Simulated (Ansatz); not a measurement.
`COB(N)O[SiH3]`, charge 0, multiplicity 1.

Problem. Give a relaxed structure at PBE0-D4/def2-TZVP (Ansatz 0.2.0). (Estimate.)

Solution. Computed: 
Cartesian coordinates in Å:
```
C -2.0233 0.9774 0.7576
O -0.6924 1.0288 1.2163
B 0.2946 0.3533 0.5554
N 1.6066 0.4336 1.0628
O -0.0210 -0.3752 -0.5708
Si 0.7644 -1.3492 -1.6220
H -2.6253 1.5976 1.4225
H -2.4148 -0.0440 0.7753
H -2.1121 1.3616 -0.2627
H 1.8171 0.9758 1.8803
H 2.3977 -0.0106 0.6365
H 2.2383 -1.2973 -1.4038
H 0.3042 -2.7492 -1.4424
H 0.4659 -0.9026 -3.0050
```
This is one stationary point; other conformers may exist.
